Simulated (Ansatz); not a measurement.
Ansatz (a first-principles code) input file for C5H5Cl, SMILES C#CC/C=C/Cl, B3LYP-D3(BJ)/def2-SVP. 

Ansatz 0.2 input:
```yaml
crystal:
  periodic: [false, false, false]
  atoms:
    - {symbol: C, position_ang: [3.22623913, 0.97011713, 0.19946097]}
    - {symbol: C, position_ang: [2.40742910, 0.10309226, 0.10725300]}
    - {symbol: C, position_ang: [1.39051860, -0.92867760, 0.00926567]}
    - {symbol: C, position_ang: [0.04736443, -0.36400776, 0.36710426]}
    - {symbol: C, position_ang: [-0.96877464, -0.33955313, -0.47567620]}
    - {symbol: Cl, position_ang: [-2.50733122, 0.31655606, -0.06438046]}
    - {symbol: H, position_ang: [3.95410417, 1.72187837, 0.27109844]}
    - {symbol: H, position_ang: [1.37919139, -1.33214980, -1.00625749]}
    - {symbol: H, position_ang: [1.64477835, -1.73552822, 0.70498574]}
    - {symbol: H, position_ang: [-0.04619458, 0.04904403, 1.36102617]}
    - {symbol: H, position_ang: [-0.92390823, -0.73052286, -1.48083144]}
basis:
  gaussian:
    orbitals: def2-SVP
hamiltonian:
  xc: b3lyp
  dispersion: d3bj
relax: {f_tol: 0.002, max_steps: 200}
```

Program output:

```
WARN ansatz: RAYON_NUM_THREADS=1 ignored (pool sized by the plan → 1); use --threads N
Functional definition: B3LYP
integrals: 0.07 GiB planned
1276 factors; integrals over basis functions are off by at most 3.5e-4 eV
mean field: 0.50 GiB planned
mean field evaluation 1: about -17771.0152 eV, gradient 5.4e1 eV
mean field evaluation 2: about -17768.0377 eV, gradient 6.3e1 eV
mean field evaluation 4: about -17778.9171 eV, gradient 6.9e0 eV
mean field evaluation 8: about -17779.0672 eV, gradient 6.6e-1 eV
mean field evaluation 16: about -17779.0683 eV, gradient 1.9e-5 eV
mean field -17779.06825711 eV, -653.3687073634 hartree, gradient 2.0e-5 eV, S^2 0.000000; 0 other end points of the search recorded, 0 dependent functions left out
the calculation of the forces begins
reference -17779.06850636 eV, -653.3687165233 hartree; 26, 26 occupied and 87, 87 virtual orbitals, 1276 factors
relax step   1: F+E_penalty+E_count = -17779.50075922 eV  Δ(F+E_penalty+E_count) = +0.000e0 eV  max|allowed force component| = 8.592e-1 eV/Å  Δτ_max = 0.0000 Å  (29 SCF iters, accepted)
these checks for a lower state are left out or cut short: starts, cluster_reference, orbital_swaps, neighbouring_geometries, increment
integrals: 0.07 GiB planned
1276 factors; integrals over basis functions are off by at most 3.7e-4 eV
mean field: 0.50 GiB planned
mean field -17779.12940378 eV, -653.3709544623 hartree, gradient 2.2e-5 eV, S^2 0.000000; 0 other end points of the search recorded, 0 dependent functions left out
the calculation of the forces begins
reference -17779.12965549 eV, -653.3709637123 hartree; 26, 26 occupied and 87, 87 virtual orbitals, 1276 factors
relax step   2: F+E_penalty+E_count = -17779.55725862 eV  Δ(F+E_penalty+E_count) = -5.650e-2 eV  max|allowed force component| = 2.209e-1 eV/Å  Δτ_max = 0.0655 Å  (32 SCF iters, accepted)
these checks for a lower state are left out or cut short: starts, cluster_reference, orbital_swaps, neighbouring_geometries, increment
integrals: 0.07 GiB planned
1276 factors; integrals over basis functions are off by at most 3.8e-4 eV
mean field: 0.50 GiB planned
mean field evaluation 32: about -17779.1325 eV, gradient 2.2e-5 eV
mean field -17779.13251708 eV, -653.3710688737 hartree, gradient 2.2e-5 eV, S^2 0.000000; 0 other end points of the search recorded, 0 dependent functions left out
the calculation of the forces begins
reference -17779.13276890 eV, -653.3710781279 hartree; 26, 26 occupied and 87, 87 virtual orbitals, 1276 factors
relax step   3: F+E_penalty+E_count = -17779.55866899 eV  Δ(F+E_penalty+E_count) = -1.410e-3 eV  max|allowed force component| = 2.311e-1 eV/Å  Δτ_max = 0.0704 Å  (31 SCF iters, accepted)
these checks for a lower state are left out or cut short: starts, cluster_reference, orbital_swaps, neighbouring_geometries, increment
integrals: 0.07 GiB planned
1276 factors; integrals over basis functions are off by at most 3.9e-4 eV
mean field: 0.50 GiB planned
mean field -17779.13578680 eV, -653.3711890339 hartree, gradient 2.3e-5 eV, S^2 0.000000; 0 other end points of the search recorded, 0 dependent functions left out
the calculation of the forces begins
reference -17779.13603886 eV, -653.3711982969 hartree; 26, 26 occupied and 87, 87 virtual orbitals, 1276 factors
relax step   4: F+E_penalty+E_count = -17779.56193249 eV  Δ(F+E_penalty+E_count) = -3.263e-3 eV  max|allowed force component| = 4.785e-2 eV/Å  Δτ_max = 0.0227 Å  (32 SCF iters, accepted)
these checks for a lower state are left out or cut short: starts, cluster_reference, orbital_swaps, neighbouring_geometries, increment
integrals: 0.07 GiB planned
1276 factors; integrals over basis functions are off by at most 3.8e-4 eV
mean field: 0.50 GiB planned
mean field -17779.13583483 eV, -653.3711907990 hartree, gradient 1.9e-5 eV, S^2 0.000000; 0 other end points of the search recorded, 0 dependent functions left out
the calculation of the forces begins
reference -17779.13608676 eV, -653.3712000570 hartree; 26, 26 occupied and 87, 87 virtual orbitals, 1276 factors
relax step   5: F+E_penalty+E_count = -17779.56216283 eV  Δ(F+E_penalty+E_count) = -2.303e-4 eV  max|allowed force component| = 1.539e-2 eV/Å  Δτ_max = 0.0059 Å  (25 SCF iters, accepted)
these checks for a lower state are left out or cut short: starts, cluster_reference, orbital_swaps, neighbouring_geometries, increment
integrals: 0.07 GiB planned
1276 factors; integrals over basis functions are off by at most 3.8e-4 eV
mean field: 0.50 GiB planned
mean field -17779.13595277 eV, -653.3711951331 hartree, gradient 1.5e-5 eV, S^2 0.000000; 0 other end points of the search recorded, 0 dependent functions left out
the calculation of the forces begins
reference -17779.13620473 eV, -653.3712043924 hartree; 26, 26 occupied and 87, 87 virtual orbitals, 1276 factors
relax step   6: F+E_penalty+E_count = -17779.56222438 eV  Δ(F+E_penalty+E_count) = -6.154e-5 eV  max|allowed force component| = 1.772e-2 eV/Å  Δτ_max = 0.0064 Å  (25 SCF iters, accepted)
these checks for a lower state are left out or cut short: starts, cluster_reference, orbital_swaps, neighbouring_geometries, increment
integrals: 0.07 GiB planned
1276 factors; integrals over basis functions are off by at most 3.8e-4 eV
mean field: 0.50 GiB planned
mean field -17779.13618588 eV, -653.3712036998 hartree, gradient 2.2e-5 eV, S^2 0.000000; 0 other end points of the search recorded, 0 dependent functions left out
the calculation of the forces begins
reference -17779.13643787 eV, -653.3712129602 hartree; 26, 26 occupied and 87, 87 virtual orbitals, 1276 factors
relax step   7: F+E_penalty+E_count = -17779.56235184 eV  Δ(F+E_penalty+E_count) = -1.275e-4 eV  max|allowed force component| = 6.485e-3 eV/Å  Δτ_max = 0.0117 Å  (25 SCF iters, accepted)
these checks for a lower state are left out or cut short: starts, cluster_reference, orbital_swaps, neighbouring_geometries, increment
integrals: 0.07 GiB planned
1276 factors; integrals over basis functions are off by at most 3.8e-4 eV
mean field: 0.50 GiB planned
mean field -17779.13634714 eV, -653.3712096260 hartree, gradient 2.5e-5 eV, S^2 0.000000; 0 other end points of the search recorded, 0 dependent functions left out
the calculation of the forces begins
reference -17779.13659920 eV, -653.3712188891 hartree; 26, 26 occupied and 87, 87 virtual orbitals, 1276 factors
relax step   8: F+E_penalty+E_count = -17779.56242303 eV  Δ(F+E_penalty+E_count) = -7.119e-5 eV  max|allowed force component| = 9.569e-3 eV/Å  Δτ_max = 0.0111 Å  (25 SCF iters, accepted)
these checks for a lower state are left out or cut short: starts, cluster_reference, orbital_swaps, neighbouring_geometries, increment
integrals: 0.07 GiB planned
1276 factors; integrals over basis functions are off by at most 3.8e-4 eV
mean field: 0.50 GiB planned
mean field evaluation 64: about -17779.0985 eV, gradient 2.4e-1 eV
mean field -17779.13619022 eV, -653.3712038594 hartree, gradient 9.3e-6 eV, S^2 0.000000; 0 other end points of the search recorded, 0 dependent functions left out
the calculation of the forces begins
reference -17779.13644230 eV, -653.3712131229 hartree; 26, 26 occupied and 87, 87 virtual orbitals, 1276 factors
relax step   9: F+E_penalty+E_count = -17779.56222819 eV  Δ(F+E_penalty+E_count) = +1.948e-4 eV  max|allowed force component| = 1.190e-1 eV/Å  Δτ_max = 0.0035 Å  (26 SCF iters, rejected (line search))
these checks for a lower state are left out or cut short: starts, cluster_reference, orbital_swaps, neighbouring_geometries, increment
integrals: 0.07 GiB planned
1276 factors; integrals over basis functions are off by at most 3.8e-4 eV
mean field: 0.50 GiB planned
mean field -17779.13636472 eV, -653.3712102718 hartree, gradient 4.1e-5 eV, S^2 0.000000; 0 other end points of the search recorded, 0 dependent functions left out
the calculation of the forces begins
reference -17779.13661680 eV, -653.3712195356 hartree; 26, 26 occupied and 87, 87 virtual orbitals, 1276 factors
relax step  10: F+E_penalty+E_count = -17779.56243811 eV  Δ(F+E_penalty+E_count) = -1.508e-5 eV  max|allowed force component| = 1.474e-3 eV/Å  Δτ_max = 0.0017 Å  (22 SCF iters, accepted)
these checks for a lower state are left out or cut short: starts, cluster_reference, orbital_swaps, neighbouring_geometries, increment
integrals: 0.07 GiB planned
1276 factors; integrals over basis functions are off by at most 3.8e-4 eV
mean field: 0.50 GiB planned
mean field -17779.13639991 eV, -653.3712115651 hartree, gradient 1.1e-5 eV, S^2 0.000000; 0 other end points of the search recorded, 0 dependent functions left out
the calculation of the forces begins
reference -17779.13665203 eV, -653.3712208305 hartree; 26, 26 occupied and 87, 87 virtual orbitals, 1276 factors
relax step  11: F+E_penalty+E_count = -17779.56243841 eV  Δ(F+E_penalty+E_count) = -2.974e-7 eV  max|allowed force component| = 9.099e-3 eV/Å  Δτ_max = 0.0059 Å  (25 SCF iters, accepted)
these checks for a lower state are left out or cut short: starts, cluster_reference, orbital_swaps, neighbouring_geometries, increment
integrals: 0.07 GiB planned
1276 factors; integrals over basis functions are off by at most 3.8e-4 eV
mean field: 0.50 GiB planned
mean field -17779.13643468 eV, -653.3712128430 hartree, gradient 1.5e-5 eV, S^2 0.000000; 0 other end points of the search recorded, 0 dependent functions left out
the calculation of the forces begins
reference -17779.13668685 eV, -653.3712221100 hartree; 26, 26 occupied and 87, 87 virtual orbitals, 1276 factors
relax step  12: F+E_penalty+E_count = -17779.56244082 eV  Δ(F+E_penalty+E_count) = -2.413e-6 eV  max|allowed force component| = 5.166e-3 eV/Å  Δτ_max = 0.0031 Å  (24 SCF iters, accepted)
these checks for a lower state are left out or cut short: starts, cluster_reference, orbital_swaps, neighbouring_geometries, increment
integrals: 0.07 GiB planned
1276 factors; integrals over basis functions are off by at most 3.8e-4 eV
mean field: 0.50 GiB planned
mean field -17779.13642286 eV, -653.3712124085 hartree, gradient 3.5e-5 eV, S^2 0.000000; 0 other end points of the search recorded, 0 dependent functions left out
the calculation of the forces begins
reference -17779.13667500 eV, -653.3712216746 hartree; 26, 26 occupied and 87, 87 virtual orbitals, 1276 factors
relax step  13: F+E_penalty+E_count = -17779.56244515 eV  Δ(F+E_penalty+E_count) = -4.334e-6 eV  max|allowed force component| = 2.176e-3 eV/Å  Δτ_max = 0.0013 Å  (22 SCF iters, accepted)
these checks for a lower state are left out or cut short: starts, cluster_reference, orbital_swaps, neighbouring_geometries, increment
integrals: 0.07 GiB planned
1276 factors; integrals over basis functions are off by at most 3.8e-4 eV
mean field: 0.50 GiB planned
mean field -17779.13640815 eV, -653.3712118680 hartree, gradient 2.4e-5 eV, S^2 0.000000; 0 other end points of the search recorded, 0 dependent functions left out
the calculation of the forces begins
reference -17779.13666029 eV, -653.3712211338 hartree; 26, 26 occupied and 87, 87 virtual orbitals, 1276 factors
relax step  14: F+E_penalty+E_count = -17779.56244591 eV  Δ(F+E_penalty+E_count) = -7.544e-7 eV  max|allowed force component| = 4.432e-4 eV/Å  Δτ_max = 0.0015 Å  (21 SCF iters, accepted)
integrals: 0.07 GiB planned
1276 factors; integrals over basis functions are off by at most 3.8e-4 eV
mean field: 0.50 GiB planned
mean field evaluation 96: about -17771.4705 eV, gradient 5.2e1 eV
mean field -17779.13640815 eV, -653.3712118680 hartree, gradient 2.4e-5 eV, S^2 0.000000; 1 other end points of the search recorded, 0 dependent functions left out
the calculation of the forces begins
reference -17779.13666029 eV, -653.3712211338 hartree; 26, 26 occupied and 87, 87 virtual orbitals, 1276 factors
Total energy: -17779.56269804 eV, -653.3868777326 hartree
Atom 0 at     3.307172     0.965151     0.208297 Å, force    -0.000163    -0.000213     0.000072 eV/Å
Atom 1 at     2.445684     0.120268     0.109494 Å, force     0.000294    -0.000057    -0.000235 eV/Å
Atom 2 at     1.386593    -0.886895     0.005625 Å, force    -0.000370     0.000293     0.000123 eV/Å
Atom 3 at     0.025073    -0.343474     0.369969 Å, force     0.000086    -0.000160    -0.000153 eV/Å
Atom 4 at    -1.009040    -0.366228    -0.470491 Å, force    -0.000179    -0.000039     0.000247 eV/Å
Atom 5 at    -2.586528     0.244153    -0.064855 Å, force    -0.000010     0.000173    -0.000141 eV/Å
Atom 6 at     4.073136     1.712618     0.291745 Å, force     0.000337     0.000388     0.000045 eV/Å
Atom 7 at     1.367568    -1.301725    -1.016615 Å, force    -0.000015    -0.000125    -0.000210 eV/Å
Atom 8 at     1.635282    -1.731118     0.675798 Å, force     0.000001     0.000016     0.000042 eV/Å
Atom 9 at    -0.091717     0.088290     1.368321 Å, force    -0.000037    -0.000070     0.000443 eV/Å
Atom 10 at    -0.949805    -0.770793    -1.484238 Å, force     0.000057    -0.000205    -0.000233 eV/Å
Dipole moment:     0.199486    -0.169189    -0.047161 e Å
```

The calculation finished and met its thresholds.

Cost: roughly 40 core-seconds.
